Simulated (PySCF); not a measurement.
**Stationary points of TiH₃⁺**

Level of theory: PBE0 in PySCF with Ti def2-TZVP, H def2-TZVP; no relativity; density-fitted integrals.

Relaxations began from a few typed shapes. The search is not exhaustive: other isomers or separated fragments can lie lower, and high-lying points may rest on an excited occupation.

Problem. Which is the lowest minimum found?
A. singlet C2v: Ti–H 1.599 Å, Ti–H 1.634 Å (×2); H–Ti–H 55.2° (×2), H–Ti–H 110.5°
B. singlet D3h: Ti–H 1.643 Å (×3); H–Ti–H 120.0° (×3)
C. singlet C3v: Ti–H 1.621 Å (×3); H–Ti–H 67.1° (×3)

Solution. C. The others lie at 32.7 (singlet C2v, a saddle point), 37.4 (singlet D3h, a saddle point) kJ/mol above it.

Formally Ti is in oxidation state +4, d0. A d0 centre has no lone pair, yet it is C3v rather than trigonal planar: covalent bonding through the d orbitals favours lower symmetry. The polar-tensor charge on Ti, 1.30, is far below the formal one.

For the lowest minimum: stability towards spin polarisation was not tested.
